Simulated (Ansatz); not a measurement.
Consider the redistribution: `F[Si@H](Cl)[Si@@H](F)Cl` + `B[SiH2]O` → `O[SiH2][SiH](F)Cl` + `B[SiH](F)Cl`.

Computed with Ansatz on PBE0-D4/def2-TZVP structures; ΔE is electronic, products minus reactants. CCSD(T)/CBS adds triple-zeta CCSD(T) − MP2 to the extrapolated MP2 energy (def2 sets, frozen cores). DFT in def2-TZVPP. B3LYP here is the variant with VWN-RPA as its local correlation; programs differ in this. Each species was taken in one conformer, which may not be the lowest.

```
             level  ΔE (kJ/mol)  difference from CCSD(T)/CBS
         r2SCAN-D4        -10.7                          0.4
           PBE0-D4        -10.5                          0.6
           ωB97X-V        -10.8                          0.3
           ωB97M-V        -11.1                          0.0
             B3LYP        -10.5                          0.6
     HF/def2-TZVPP        -10.8                          0.3
    MP2/def2-TZVPP        -11.5                         -0.4
SCS-MP2/def2-TZVPP        -11.1                          0.0
   CCSD/def2-TZVPP        -10.5                          0.6
     MP2/CBS(def2)        -11.9                         -0.8
       CCSD(T)/CBS        -11.1                            0
```

Largest T1 diagnostic among the species: 0.012.
